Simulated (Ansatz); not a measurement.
`OC(O)(F)O[SiH3]`, charge 0, multiplicity 1.

Question: Give a relaxed structure at PBE0-D4/def2-TZVP (the Gaussian-basis code of Ansatz). (Estimate.)

Answer: Ansatz gave: 
Z-matrix (Å, degrees):
```
C
O 1 1.368
F 1 1.363 2 104.8
O 1 1.379 2 113.5 3 -118.1
O 1 1.355 2 111.5 3 119.4
H 2 0.962 1 107.4 3 -163.4
H 4 0.963 1 108.2 2 57.4
Si 5 1.673 1 123.9 2 162.0
H 8 1.480 5 103.7 1 164.6
H 8 1.481 5 110.8 1 -77.4
H 8 1.481 5 110.7 1 45.6
```
This is one stationary point; other conformers may exist.
